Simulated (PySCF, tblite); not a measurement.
Compound: C7H12BF.
Geometry (GFN2-xTB, Å), atoms numbered from 1 in this order:
```
atom  x, y, z in Å
C1    -2.7714   -0.3079   -0.1338
C2    -1.5547    0.0152    0.2696
C3    -0.8765    1.2991   -0.1062
C4     0.4437    1.0038   -0.8230
C5     1.3559    0.1231    0.0435
B6     2.8013   -0.0927   -0.5671
F7     3.3026    0.8164   -1.3758
C8     0.6216   -1.1775    0.3952
C9    -0.7008   -0.8864    1.1113
H10   -3.3617    0.3513   -0.7481
H11   -3.2327   -1.2414    0.1417
H12   -1.5231    1.9003   -0.7473
H13   -0.6683    1.8744    0.8014
H14    0.9489    1.9406   -1.0646
H15    0.2322    0.4851   -1.7610
H16    1.5175    0.6635    0.9901
H17    3.5017   -1.0039   -0.3187
H18    1.2532   -1.8038    1.0279
H19    0.4143   -1.7309   -0.5231
H20   -0.4878   -0.3918    2.0638
H21   -1.2249   -1.8196    1.3235
```

Jobs on this species (21 atoms, 68 electrons) with PySCF (density fitting) and tblite. Hardware of each: an Arm Neoverse N1 with one thread, on a shared host. Other jobs ran on the host; a repeat could differ by tens of per cent or more.

```json
{"level and settings": "GFN2-xTB", "work": "Hessian by finite differences", "basis functions": "–", "SCF cycles": "–", "wall time": "?"}
{"level and settings": "GFN2-xTB", "work": "L-BFGS relaxation", "basis functions": "–", "SCF cycles": "–", "wall time": "2.1 s"}
{"level and settings": "PBE0/pcSseg-1", "work": "shieldings, ring-centre shieldings, charges and field gradients, density and orbital grids written", "basis functions": "213", "SCF cycles": "14", "wall time": "92 s"}
```

Q: Fill in the missing figures.

A: 
- GFN2-xTB; Hessian by finite differences: 1.3 s

Q: What do all jobs in the table cost together?

A: About 95 s; the longest takes about 96 % of that, and about 71 times as long as the shortest.
